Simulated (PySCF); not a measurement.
Species: C3H6BNO2.
SMILES with atom numbers: `[BH3-:1][N+:2]#[C:3][CH2:4][O:5][CH:6]=[O:7]` (hydrogens: H8, H9, H10 on B1; H11, H12 on C4; H13 on C6)

Torsions of this conformer, `[BH3-:1][N+:2]#[C:3][CH2:4][O:5][CH:6]=[O:7]`: C3–C4–O5–C6 91°, C4–O5–C6–O7 0°.

The closed-shell ground state was solved at several levels (PySCF, density fitting, gas phase, non-relativistic). The structure is a single PBE0-D3(BJ)/def2-SVP conformer in the gas phase; no vibrational or solvent corrections.

| level | basis functions | HOMO (eV) | LUMO (eV) | gap (eV) | dipole (D) |
| --- | --- | --- | --- | --- | --- |
| PBE0/pcSseg-1 | 149 | -7.90 | -1.39 | 6.51 | 6.76 |
| B3LYP/pcJ-1 | 249 | -7.73 | -1.63 | 6.10 | 6.77 |
| PBE0/def2-SVPD | 194 | -7.89 | -1.46 | 6.43 | 6.66 |

(1) What might PBE0/pcSseg-2 (336 basis functions) give for the same quantities?

(2) Over all these levels, which gives the widest orbital gap and which the narrowest?

(3) How much does the basis alone move the frontier levels among the 3 PBE0 rows (the withheld one included)?

(4) How far do the dipole and the HOMO energy spread over the levels?

## Answers

(1) HOMO -7.88 eV, LUMO -1.43 eV, gap 6.45 eV, dipole 6.75 D.

(2) PBE0/pcSseg-1 (global hybrid, 25 % exact exchange) has the widest, 6.51 eV, and B3LYP/pcJ-1 (global hybrid, 20 % exact exchange) the narrowest, 6.10 eV. Functional and basis both differ between the two, so the spread mixes both effects.

(3) The HOMO by 0.02 eV and the LUMO by 0.07 eV. By rising basis size (HOMO, LUMO in eV): pcSseg-1 -7.90, -1.39; def2-SVPD -7.89, -1.46; pcSseg-2 -7.88, -1.43.

(4) The dipole runs from 6.66 to 6.77 D (mean 6.73 D) and the HOMO from -7.90 to -7.73 eV.
